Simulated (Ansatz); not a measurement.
Geometry optimisation, RKS PBE0-D4/def2-SVP (Ansatz).

Input:

```yaml
crystal:
  periodic: [false, false, false]
  atoms:
    - { symbol: Si, position_ang: [-0.700005, -0.859949, -0.586145] }
    - { symbol: Cl, position_ang: [1.333391, -1.349974, -0.952325] }
    - { symbol: H, position_ang: [-1.417713, -2.033631, -1.15216] }
    - { symbol: H, position_ang: [-0.863365, -0.772031, 0.879839] }
    - { symbol: "N", position_ang: [-1.286169, 0.494542, -1.446443] }
    - { symbol: H, position_ang: [0.979135, 0.740751, 1.386309] }
    - { symbol: "N", position_ang: [0.750818, 1.541029, 0.798276] }
    - { symbol: H, position_ang: [1.664493, -1.47791, 1.645602] }
    - { symbol: F, position_ang: [1.317614, -1.146904, 2.420219] }
    - { symbol: H, position_ang: [-1.604913, 0.380958, -2.400358] }
    - { symbol: H, position_ang: [-0.993349, 1.443592, -1.258808] }
    - { symbol: H, position_ang: [1.074448, 1.356164, -0.145239] }
    - { symbol: H, position_ang: [-0.254485, 1.683463, 0.811232] }
basis:
  gaussian: { orbitals: def2-SVP }
hamiltonian:
  xc: pbe0
  dispersion: d4
relax:
  f_tol: 0.03
  max_steps: 50
```

Run as:

```bash
$ ansatz run input.yaml --threads 2 --pin off --max-ram 3072MiB --backend cpu --events-out ev --progress --plain --runs-dir out
```

Q: Where does it end, and by what steps?

A: The forces met the threshold. The force dipped under the threshold on the way, but the program's further checks kept it going. After 30 steps the energy has fallen by 0.263 eV; Cl2 moved furthest, 1.38 Å.

| step | energy less start (eV) | largest force component (eV/Å) | accepted |
| --- | --- | --- | --- |
| 0 | 0.0000 | 0.944 | yes |
| 2 | -0.1169 | 0.779 | yes |
| 4 | -0.1229 | 0.368 | no |
| 6 | -0.1395 | 0.107 | yes |
| 8 | -0.1406 | 0.024 | yes |
| 10 | -0.1420 | 0.063 | yes |
| 12 | -0.1417 | 0.390 | no |
| 14 | -0.1495 | 0.187 | yes |
| 16 | -0.1565 | 1.036 | yes |
| 18 | -0.2254 | 0.135 | yes |
| 20 | -0.2472 | 0.305 | yes |
| 22 | -0.2564 | 0.174 | yes |
| 24 | -0.2599 | 0.064 | yes |
| 26 | -0.2616 | 0.075 | yes |
| 28 | -0.2624 | 0.063 | yes |
| 30 | -0.2628 | 0.022 | yes |

```xyz
13
Properties=species:S:1:pos:R:3
Si -0.982 -1.508 -0.646
Cl 0.840 -2.608 -0.693
H -1.814 -2.149 -1.695
H -1.496 -1.706 0.730
N -0.802 0.146 -1.002
H 1.047 1.365 1.180
N 0.781 2.320 0.943
H 1.403 -1.338 0.934
F 1.233 -0.655 1.552
H -0.691 0.447 -1.963
H -0.325 0.771 -0.353
H 1.034 2.503 -0.025
H -0.226 2.413 1.039
```

The run took 100 s on 2 threads of Intel(R) Xeon(R) Platinum 8488C (Sapphire Rapids), with other jobs on the host, peak memory 0.3 GiB.
